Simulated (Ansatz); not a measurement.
`C[SiH2][SiH2]O` + H₂Se → `C[SiH2][SiH2][SeH]` + H₂O  (ligand exchange at the Si–O bond)

Computed with Ansatz on PBE0-D4/def2-TZVP structures; ΔE is electronic, products minus reactants. CCSD(T)/CBS adds triple-zeta CCSD(T) − MP2 to the extrapolated MP2 energy (def2 sets, frozen cores). This one scheme is used for every species. DFT in def2-TZVPP. B3LYP here is the variant with VWN-RPA as its local correlation; programs differ in this. For Se outer-core shells are correlated without core-valence functions, which leaves a few kJ/mol of doubt a bond. Scalar relativity is left out up to krypton. Each species was taken in one conformer, which may not be the lowest.

`C[SiH2][SiH2]O`:

Z-matrix (Å, degrees):
```
C
Si 1 1.877
H 1 1.092 2 110.6
H 1 1.092 2 110.6 3 -119.6
H 1 1.092 2 111.0 3 120.2
Si 2 2.347 1 112.0 3 62.0
H 2 1.492 1 110.5 3 -59.5
H 2 1.494 1 109.8 3 -177.5
O 6 1.658 2 112.0 1 61.2
H 6 1.494 2 109.6 1 -175.1
H 6 1.486 2 110.9 1 -55.7
H 9 0.958 6 117.0 2 61.5
```

H₂Se:

Cartesian coordinates in Å:
```
Se 0.604 0.242 -0.213
H -0.265 0.519 0.936
H -0.339 -0.760 -0.723
```

`C[SiH2][SiH2][SeH]`:

Z-matrix (Å, degrees):
```
C
Si 1 1.873
H 1 1.092 2 110.7
H 1 1.092 2 110.8 3 -120.2
H 1 1.092 2 110.3 3 119.6
Si 2 2.338 1 110.3 3 -64.0
H 2 1.491 1 110.6 3 177.8
H 2 1.491 1 111.1 3 58.3
Se 6 2.293 2 108.9 1 -57.7
H 6 1.488 2 112.1 1 56.1
H 6 1.489 2 112.8 1 178.6
H 9 1.470 6 93.1 2 -53.0
```

H₂O:

Cartesian coordinates in Å:
```
O -0.061 -0.276 0.268
H -0.114 0.675 0.386
H 0.175 -0.399 -0.654
```

```csv
level,ΔE (kcal/mol),difference from CCSD(T)/CBS
PBE-D4,0.4,-1.1
r2SCAN-D4,2.7,1.2
PBE0-D4,0.5,-1.0
B3LYP-D4,3.4,1.9
ωB97X-V,3.6,2.1
ωB97M-V,3.2,1.7
B2PLYP,4.4,2.9
PBE,1.6,0.1
r2SCAN,3.0,1.5
PBE0,1.6,0.1
B3LYP,5.4,3.9
HF/def2-TZVPP,7.1,5.6
MP2/def2-TZVPP,1.8,0.3
SCS-MP2/def2-TZVPP,3.6,2.1
CCSD/def2-TZVPP,3.7,2.2
CCSD(T)/def2-TZVPP,3.0,1.5
HF/def2-QZVPP,7.4,5.9
MP2/def2-QZVPP,1.0,-0.5
SCS-MP2/def2-QZVPP,2.9,1.4
HF/CBS(def2),7.4,5.9
MP2/CBS(def2),0.3,-1.2
CCSD/CBS(def2),2.2,0.7
CCSD(T)/CBS,1.5,0
```

Largest T1 diagnostic among the species: 0.012.

The D4 term adds −2.0 kcal/mol with B3LYP and −1.1 kcal/mol with PBE0; it sums over pairs of atoms, weighted by their polarisabilities, and B3LYP, whose exchange is more repulsive, gets the larger term. In def2-TZVPP, CCSD(T) changes the Hartree–Fock value by −4.1 kcal/mol (the triples alone add −0.7 kcal/mol) and MP2 by −5.3 kcal/mol.
